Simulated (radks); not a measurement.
Results of a calculation; reference values are marked as such.
Task: Ionisation of Hf2+, [Xe] 4f14 5d2, to Hf3+, [Xe] 4f14 5d1, under several functionals. Scalar-relativistic Kohn-Sham, spin-unpolarised, spherical densities, finite nucleus; a radial shooting solver on a logarithmic mesh with Libxc functionals. Known Delta-SCF values: exchange-only B88 20.852 eV; BLYP 21.812 eV; LDA (Slater exchange, Perdew-Wang correlation) 22.102 eV. What does exchange-only r2SCAN give, and what is its highest occupied eigenvalue?

Result: 20.341 eV by Delta-SCF; the 5d eigenvalue is -15.362 eV. NIST: 22.55 eV (theoretical).

Beside tabulated values, note that spin-unpolarised runs miss the spin-polarisation part of the exchange energy of open shells.
